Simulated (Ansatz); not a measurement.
Harmonic frequencies (cm⁻¹) at PBE0-D4/def2-TZVP from Ansatz: 16, 60, 100, 110, 175, 289, 418, 560, 590, 608, 706, 760, 909, 924, 1222, 1306, 1444, 1447, 1467, 1469, 1978, 3053, 3082, 3133, 3154, 3179, 3184.

Each molecule was computed in one conformer, which needn't be the lowest.

Problem. Which molecule is it?
A. `C[O][GaH][SH]`
B. `[CH3][Ga]([CH3])[SeH]`
C. `[CH3][GaH][Se]C`
D. `C[CH2][GaH][Cl]`

Solution. C.
